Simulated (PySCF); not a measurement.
H4NSi, multiplicity 2. Atoms are numbered in the order given.

```xyz
6

N      0.1318    -1.2269     0.0000
Si    -0.0127     0.5193     0.0000
H     -0.7475    -1.7475     0.0000
H      0.6990     1.0016     1.2082
H      0.6990     1.0016    -1.2082
H     -1.3953     1.0626     0.0000
```
Charge 0, spin multiplicity 2.

The structure is a stationary point at B3LYP-D3(BJ)/def2-TZVP. The geometry has at least one imaginary mode, so it is a saddle point at that level. The isomer is the one that the SMILES or the coordinates give; other isomers of the formula were not compared.

Computed with TDA-LC-ωPBE/def2-TZVPD in PySCF 2.14.0.

Vertical excitations. 

Computed excitation energies, oscillator strengths and character:
| state | energy (eV) | λ (nm) | f | main pairs |
|---|---|---|---|---|
| root 1 | 1.43 | 868 | 0.001 | β HOMO→LUMO 90 % |
| root 2 | 5.06 | 245 | 0.005 | β HOMO−1→LUMO 50 %, β HOMO−3→LUMO 41 % |
| root 3 | 6.12 | 203 | 0.049 | β HOMO−2→LUMO 94 % |
| root 4 | 6.56 | 189 | 0.002 | β HOMO−3→LUMO 48 %, β HOMO−1→LUMO 40 % |
| root 5 | 6.97 | 178 | 0.006 | α HOMO→LUMO 14 %, α HOMO→LUMO+1 7 %, β HOMO→LUMO+1 42 %, β HOMO→LUMO+2 25 % |
| root 6 | 7.53 | 165 | 0.043 | α HOMO→LUMO 49 %, α HOMO→LUMO+1 18 %, β HOMO→LUMO+1 18 % |
| root 7 | 7.54 | 164 | 0.001 | α HOMO−1→LUMO 58 %, α HOMO−1→LUMO+1 26 % |
| root 8 | 8.10 | 153 | 0.008 | α HOMO→LUMO+3 11 %, α HOMO→LUMO 6 %, β HOMO→LUMO+3 29 %, β HOMO→LUMO+2 9 %, β HOMO−1→LUMO+2 6 %, β HOMO→LUMO+10 6 % |
| root 9 | 8.30 | 149 | 0.002 | α HOMO−2→LUMO 18 %, α HOMO→LUMO+4 6 %, α HOMO−2→LUMO+1 6 %, β HOMO−1→LUMO+1 20 %, β HOMO−1→LUMO+2 9 %, β HOMO→LUMO+5 9 % |
| root 10 | 8.35 | 148 | 0.000 | α HOMO→LUMO+2 30 %, β HOMO→LUMO+4 41 % |
Unrestricted roots are not spin-pure.
